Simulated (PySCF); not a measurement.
A scan of SmH with bad points

PBE0; Sm x2c-SVPall, H x2c-SVPall; spin-free X2C with a Gaussian nucleus (PySCF 2.14); sextet, unpaired electrons π ↑↑, δ ↑↑, φ ↑ requested.

| R (Å) | E (eV) | ⟨S²⟩ | ⟨Lz²⟩ | μ (D) |
| --- | --- | --- | --- | --- |
| 1.903 | 0.013 | 8.95 | 7.75 | -0.96 |
| 1.988 | 0.000 | 8.99 | 7.51 | -0.97 |
| 2.052 | 0.016 | 9.02 | 7.37 | -0.96 |
| 2.115 | 0.048 | 9.07 | 7.25 | -0.93 |
| 2.179 | 0.091 | 9.11 | 7.14 | -0.88 |
| 2.263 | 0.159 | 9.19 | 7.04 | -0.79 |
| 2.369 | -1.629 | 9.76 | 4.95 | -4.01 |

The run flagged 2.369 Å: there the SCF either missed its threshold or ended in another occupation than the one requested, so the fit leaves that out.
